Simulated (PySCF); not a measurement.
methylammonium (CH6N), SMILES C[NH3+], charge +1. Atoms are numbered in the order given.

```xyz
8

C      0.0000     0.0000    -0.7924
N      0.0000     0.0000     0.7045
H      0.0000    -1.0314    -1.1371
H      0.8932     0.5157    -1.1371
H     -0.8932     0.5157    -1.1371
H     -0.8243    -0.4759     1.0781
H      0.0000     0.9519     1.0781
H      0.8243    -0.4759     1.0781
```
Charge +1, spin multiplicity 1.

Coordinates come from a PBE0-D3(BJ)/def2-TZVP optimisation.

Level of theory: CAM-B3LYP/def2-TZVPD (PySCF).

Symmetry labels are those of the subgroup Cs that the program uses (full group C3v).

Task: List the valence orbital energies around the gap with their symmetry. (The exact figures need the calculation; the answer reports its results.)

Result: 
| orbital | symmetry | energy (eV) |
|---|---|---|
| HOMO−7 | A' | -285.90 |
| HOMO−6 | A' | -35.63 |
| HOMO−5 | A' | -27.66 |
| HOMO−4 | A" | -23.96 |
| HOMO−3 | A' | -23.96 |
| HOMO−2 | A' | -21.19 |
| HOMO−1 | A" | -18.87 |
| HOMO | A' | -18.87 |
| LUMO | A' | -4.81 |
| LUMO+1 | A' | -3.06 |
| LUMO+2 | A" | -2.86 |
| LUMO+3 | A' | -2.86 |
